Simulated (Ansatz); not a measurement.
`[CH3][GeH3]` + `F[C@@H]([SiH3])[C@@H](F)Cl` → `F[CH]([SiH3])[GeH3]` + `CC(F)Cl`  (formal exchange of groups at a Ge–C bond)

Calculated with Ansatz (gas phase, PBE0-D4/def2-TZVP geometries, no zero-point term in ΔE). CCSD(T)/CBS is the MP2 limit (def2-TZVPP, def2-QZVPP) plus CCSD(T) − MP2 in def2-TZVPP, frozen cores. Functionals use def2-TZVPP. For Ge outer-core shells are correlated without core-valence functions, which leaves a few kJ/mol of doubt a bond. Scalar relativity is left out up to krypton. One conformer a species, not always the lowest.

`[CH3][GeH3]`:

```xyz
8

C    -0.114   -0.999    0.249
Ge    0.101    0.884   -0.221
H     0.167   -1.633   -0.592
H     0.518   -1.251    1.102
H    -1.152   -1.208    0.511
H     1.564    1.181   -0.595
H    -0.291    1.782    0.967
H    -0.793    1.244   -1.421
```

`F[C@@H]([SiH3])[C@@H](F)Cl`:

```xyz
11

F     0.384    1.396    1.140
C    -0.239    0.595    0.200
Si    1.048    0.129   -1.140
C    -0.866   -0.608    0.854
F     0.086   -1.455    1.333
Cl   -1.943   -0.154    2.188
H    -1.050    1.176   -0.255
H     1.408    1.374   -1.861
H     2.241   -0.475   -0.508
H     0.407   -0.828   -2.080
H    -1.477   -1.150    0.128
```

`F[CH]([SiH3])[GeH3]`:

Cartesian coordinates in Å:
```
F -0.483 0.581 1.809
C 0.011 0.602 0.496
Si 1.500 -0.557 0.368
Ge -1.474 0.161 -0.739
H 0.326 1.630 0.280
H 1.072 -1.955 0.625
H 2.037 -0.448 -1.015
H 2.548 -0.167 1.345
H -2.642 1.122 -0.481
H -1.923 -1.288 -0.502
H -0.972 0.319 -2.184
```

`CC(F)Cl`:

Cartesian coordinates in Å:
```
C 0.574 -0.568 -0.013
C -0.406 0.563 0.078
F -1.057 0.524 1.275
Cl -1.619 0.469 -1.226
H 1.107 -0.528 -0.963
H 1.293 -0.484 0.804
H 0.052 -1.522 0.064
H 0.057 1.546 -0.018
```

| level | ΔE (kcal/mol) |
| --- | --- |
| PBE-D4 | 0.4 |
| r2SCAN-D4 | 1.0 |
| PBE0 | 0.7 |
| CCSD/def2-TZVPP | 1.3 |
| HF/def2-QZVPP | 1.0 |
| SCS-MP2/def2-QZVPP | 0.8 |
| HF/CBS(def2) | 0.9 |
| CCSD/CBS(def2) | 0.6 |

(1) What does CCSD(T)/CBS give? (Estimate.)

Largest T1 diagnostic among the species: 0.012.

## Answers

(1) Computed: +0.6 kcal/mol. The listed levels differ from it by -0.2, 0.4, 0.1, 0.7, 0.4, 0.2, 0.3, 0.0 kcal/mol.
